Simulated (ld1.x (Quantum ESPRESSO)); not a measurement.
N, PAW: configuration errors across variants

ld1.x (Quantum ESPRESSO) 7.5 input, shortened:

```
&input
   title='N', zed=7., rel=0, dft='PZ', iswitch=3,
   config='[He] 2s1 2p4 3d-2'
 /
 &inputp
   pseudotype=3, lpaw=.true., tm=.true., lloc=-1, rcloc=0.75,
   nlcc=.true., new_core_ps=.true., rcore=0.60,
   which_augfun='PSQ', rmatch_augfun_nc=.true.
 /
5
2S  1  0   1.00   0.00  0.70  0.75  0.0
2S  1  0   0.00   0.60  0.70  0.75  0.0
2P  2  1   4.00   0.00  1.95  2.50  0.0
2P  2  1   0.00   3.65  1.95  2.50  0.0
3D  3  2  -2.00   0.05  2.30  2.65  0.0
 &test
   configts(1)='2s1 2p4'
 /
```

All-electron excitation energies from the reference (eV): (1) 2s2 2p3 -11.174; (2) 2s2 2p2 2.563; (3) 2s2 2p1 31.538; (4) 2s1 2p0 156.130; (5) 2s2 2p3.3 -12.841; (6) 2s0 2p5 11.219; (7) 2s2 2p0 78.705; (8) 2s1 2p4 spin -3.197; (9) 2s2 2p3 spin -14.067.

Spin tests fill each open shell by Hund’s rule, majority spin first.

The overlap operator is not positive definite (basis up to 400 Ry) in “base”, “local potential all-electron potential smoothed inside 1.85 bohr (lloc = -1)”, “waves 2s (bound): rcut 0.70, rcutus 1.02 bohr; 2s channel at 0.6 Ry: rcut 0.70, rcutus 1.02 bohr”, “core correction Bessel-smoothed model core inside 0.28 bohr”. Such files are unfit for use, however small their errors in these radial tests.

3 further variants failed, have other tests or too few solved ones, and are left out.

Errors AE − PS in meV (a dash: test not solved or not reliable):

| change | (1) | (2) | (3) | (4) | (5) | (6) | (7) | (8) | (9) | bound ghosts |
| --- | --- | --- | --- | --- | --- | --- | --- | --- | --- | --- |
| base | -106 | -125 | -182 | -196 | -103 | -0.4 | -341 | +5.6 | -127 | not determined (overlap not positive) |
| local potential all-electron potential smoothed inside 1.85 bohr (lloc = -1) | -0.2 | +1.2 | +7.0 | -19 | -0.7 | -0.5 | -6.7 | -7.3 | -2.6 | not determined (overlap not positive) |
| local potential all-electron potential smoothed inside 1.28 bohr (lloc = -1) | +0.3 | +4.2 | +9.0 | -40 | +0.4 | -0.5 | -17 | -5.5 | -1.8 | none |
| waves 2s (bound): rcut 0.70, rcutus 1.02 bohr; 2s channel at 0.6 Ry: rcut 0.70, rcutus 1.02 bohr | +0.6 | +6.5 | +10 | -52 | +1.4 | -0.4 | -26 | -3.6 | -1.2 | not determined (overlap not positive) |
| core correction Bessel-smoothed model core inside 0.28 bohr | -106 | -125 | -182 | -196 | -103 | -0.4 | -341 | +5.5 | -127 | not determined (overlap not positive) |

Question: Give the same row for: type TM; waves now 2s (bound): rc 0.75 bohr; 2p (bound): rc 2.50 bohr; 3d channel at 0.05 Ry: rc 2.65 bohr; local potential the d channel.

Answer: -17, +295, +1436, +6946, -45, -16, +4364, -3.8, -82; bound ghosts: none.
